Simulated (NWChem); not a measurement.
Correlation energy of CHCl

```
C
H 1 1.1206
Cl 1 1.6933 2 101.82
```
Charge 0, spin multiplicity 1.

All runs are NWChem calculations. Structure: optimised with PBE0/def2-SVP, a minimum by its harmonic frequencies.

Basis set: 6-311G**. Each correlation energy counts from its own Hartree-Fock reference.

| method | correlation energy (mHa) | difference from CCSD(T) |
|---|---|---|
| MP2 | -256.2 | +41.0 |
| SCS-MP2 | -254.9 | +42.3 |
| CR-CCSD[T] | -296.0 | +1.2 |
| CR-CCSD(T) | -295.3 | +1.9 |
| CCSD | -287.0 | +10.2 |
| CCSD+T(CCSD) | -298.0 | -0.9 |
| CCSD(T) | -297.2 | 0.0 |

The values span 43.1 mHa, from CCSD+T(CCSD) (lowest) to SCS-MP2 (highest). 

The correlated methods keep 6 core orbitals frozen. The Pople sets run with spherical d functions. The structure started from a generated list of species. No row is a measurement; the coupled-cluster row has its own basis-set and correlation limits.
